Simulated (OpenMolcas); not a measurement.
# Cr⁺: effect of the active space

```json
{
 "Program": "OpenMolcas 26.06",
 "Method": "SS-CASPT2, IPEA 0.25 Eh, imaginary shift 0.1 Eh",
 "Basis": "ANO-RCC-VTZP",
 "Scalar Hamiltonian": "DKH2, point nucleus",
 "Spin-orbit coupling": "RASSI with atomic mean-field integrals over the reference wave functions, term energies averaged over their components"
}
```

A. 5 electrons in 6 orbitals (3d 4s); 2S+1 = 6 even, 6 roots; 2S+1 = 4 even, 57 roots; 2S+1 = 2 even, 88 roots; closed shells correlated: 3s 3p; CASPT2 step roughly 40 core-seconds
B. 5 electrons in 11 orbitals (3d 4s 4d); 2S+1 = 6 even, 6 roots; 2S+1 = 4 even, 5 roots kept (CI in the orbitals of an earlier block); closed shells correlated: 3s 3p; CASPT2 step about 2.5 core-minutes

Energies in cm-1 above 3d5 6S 5/2, the measured ground level; measured values from NIST Handbook of Basic Atomic Spectroscopic Data.

| Level | A | B | Measured |
| --- | --- | --- | --- |
| 3d5 6S 5/2 | 0.0 | 0.0 | 0.0 |
| 3d4 4s 6D 1/2 | 11630 | 11270 | 11962 |
| 3d4 4s 6D 3/2 | 11700 | 11350 | 12033 |
| 3d4 4s 6D 5/2 | 11820 | 11470 | 12148 |
| 3d4 4s 6D 7/2 | 11990 | 11640 | 12304 |
| 3d4 4s 6D 9/2 | 12190 | 11870 | 12496 |

Deviations, from unrounded energies. A percentage is the sum of absolute deviations over the sum of measured energies, with the sign that they share, or ± where signs differ.

```
           Against measurement  Levels     A     B
mean absolute deviation (cm-1)       5   320   670
      other configurations (%)       5  -2.6  -5.5
```

A lies closest to measurement on these levels. The largest miss of A in the table is 3d4 4s 6D 1/2, by -330 cm-1. The ranking rests on the paired levels alone, and a cruder setting can come out closer through cancelling errors.

The spin-orbit steps hold different terms of 3d5 (B lacks among others 2D, 2F, 2I, 4D, 4G), which shifts levels as well.

Between A and B the level of the table that moves most is 3d4 4s 6D 1/2, by 360 cm-1 (lowest in B, highest in A). Moves below CASPT2's spread within the term are not significant.

Over all roots computed the reference weight is 0.88 to 0.93 in A; the roots of lowest weight are the least certain, and an intruder state may touch them. A single d shell beside an s shell can misplace configurations of different d count against each other (holds for A). Active for correlation alone: 4d; no level in the range computed is led by a configuration that fills it, so any true level of that kind is missing (holds for B). Computed and measured levels are paired by configuration, term and J; levels that our copy of the source lacks, or whose pairing is in doubt (as where it misses far off the trend of its configuration), stay unpaired and out of the deviations. Levels of configurations outside the active space are missing. The table leaves out levels that lie high or whose names do not pair safely across all columns.
